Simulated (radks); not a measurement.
Question: Cs V, 51 electrons, occupied as [Kr] 4d10 5s2 5p3. All-electron calculation, Dirac Kohn-Sham, PBE, spin-unpolarised, spherical densities, finite nucleus; open shells are shared between the two j in proportion to 2j + 1; Fermi nuclear charge, rms radius 4.8041 fm. Program: a radial shooting solver on a logarithmic mesh with Libxc functionals. Some entries of the table are withheld. Estimate them.

| orbital | occ. | eigenvalue (eV) | <1/r> (bohr^-1) |
|---|---|---|---|
| 1s1/2 | 2 | -35813.16 | 59.40 |
| 2s1/2 | 2 | -5652.884 | 13.92 |
| 2p1/2 | 2 | -5320.876 | 13.90 |
| 2p3/2 | 4 | -4968.589 | 12.73 |
| 3s1/2 | 2 | -1209.997 | 4.990 |
| 3p1/2 | 2 | -1071.271 | (1) |
| 3p3/2 | 4 | -1003.748 | (2) |
| 3d3/2 | 4 | -759.9646 | (3) |
| 3d5/2 | 6 | -745.6284 | (4) |
| 4s1/2 | 2 | -263.4408 | (5) |
| 4p1/2 | 2 | -213.6104 | 1.930 |
| 4p3/2 | 4 | -199.8004 | 1.836 |
| 4d3/2 | 4 | -118.6626 | 1.606 |
| 4d5/2 | 6 | -116.3556 | 1.583 |
| 5s1/2 | 2 | (6) | 0.8065 |
| 5p1/2 | 1 | -52.3871 | 0.7222 |
| 5p3/2 | 2 | -50.2210 | 0.6942 |

Answer: 
(1) 3p1/2 <1/r> (bohr^-1): 4.901
(2) 3p3/2 <1/r> (bohr^-1): 4.612
(3) 3d3/2 <1/r> (bohr^-1): 4.470
(4) 3d5/2 <1/r> (bohr^-1): 4.396
(5) 4s1/2 <1/r> (bohr^-1): 2.036
(6) 5s1/2 eigenvalue (eV): -65.9494
